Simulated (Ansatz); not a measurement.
A geometry relaxed with PBE0-D3(BJ)/def2-SVP in Ansatz (a first-principles code), charge 0, multiplicity 1:

```xyz
21

H      3.3842     1.1853     0.1246
C     -0.5697    -1.3388     0.0015
C      1.2913     0.4457     0.0476
C     -0.8151     1.8288    -0.0716
H     -2.8177     1.2764    -0.1483
H      4.0530    -1.4051     0.2048
C     -1.7472    -0.5582    -0.0654
H      1.1808     2.5429     0.0014
B     -3.0889    -1.3151    -0.1092
H     -0.7320    -2.4219     0.0158
C     -1.8112     0.8500    -0.0960
O     -1.2889     3.1004    -0.1172
C      0.5717     1.6290    -0.0072
H     -4.1331    -0.7070    -0.1671
C      1.8734    -1.8014     0.1174
C      0.7576    -0.9452     0.0517
H     -3.1054    -2.5249    -0.0858
H      1.8248    -2.8897     0.1366
H     -0.5550     3.7225    -0.0971
C      2.6928     0.3431     0.1109
C      3.0346    -1.0168     0.1526
```

**Question.** Write the SMILES of this molecule.

**Answer.** `Bc1cc(O)cc2cccc-2c1`
